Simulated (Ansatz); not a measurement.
`O[SiH](F)S` → `[SH]`• + `O[SiH]F`• at 600 K and 1 bar (homolysis of the S–Si bond).

Calculated with Ansatz (gas phase, PBE0-D4/def2-TZVP geometries, no zero-point term in ΔE). CCSD(T)/CBS is the MP2 limit (def2-TZVPP, def2-QZVPP) plus CCSD(T) − MP2 in def2-TZVPP, frozen cores. This one scheme is used for every species. No spin–orbit coupling; open shells (•) take unrestricted orbitals. One conformer a species, not always the lowest.

```json
{"species": "`O[SiH](F)S`", "CCSD(T)/CBS energy (Eh)": "-863.77796", "H − E (kJ/mol)": "144.6", "S (J/(mol·K))": "393.3"}
{"species": "`[SH]`•", "CCSD(T)/CBS energy (Eh)": "-398.31908", "H − E (kJ/mol)": "33.7", "S (J/(mol·K))": "218.4"}
{"species": "`O[SiH]F`•", "CCSD(T)/CBS energy (Eh)": "-465.30075", "H − E (kJ/mol)": "99.5", "S (J/(mol·K))": "330.4"}
```

H − E and S are ideal-gas, rigid-rotor, harmonic terms from PBE0-D4/def2-TZVP, for one conformer and one mirror image of each species, with the whole ground term of open shells counted as degenerate. 1 Eh = 2625.50 kJ/mol, R = 8.31446 J/(mol·K).

Task: By hand: ΔE, ΔH, ΔS and ΔG.

Result: ΔE = (-398.31908) + (-465.30075) − (-863.77796) = 0.15813 Eh = 415.2 kJ/mol. Δ(H − E) = 33.7 + 99.5 − 144.6 = -11.4, so ΔH = 403.8 kJ/mol. ΔS = 218.4 + 330.4 − 393.3 = 155.5 J/(mol·K). ΔG = 403.8 − 600 × (155.5)/1000 = 310.5 kJ/mol.

Task: By hand: the equilibrium constant, and the temperature at which ΔG would vanish if ΔH and ΔS stayed fixed.

Result: log₁₀ K = −ΔG/(RT ln 10) = -27.0. ΔG = 0 at ΔH/ΔS = 2597 K, far beyond where these terms or the molecules hold.

The number of gas molecules changes by +1, which sets the sign of ΔS. A doubt of 5 kJ/mol in ΔE shifts log₁₀ K by 0.4 here. Other conformers and mirror images would add mixing entropy, several J/(mol·K) or more a flexible species. These are equilibria of isolated gas molecules and say nothing of rates. Largest T1 diagnostic: 0.014 (customary marks: 0.02 for closed shells, 0.045 for open ones).
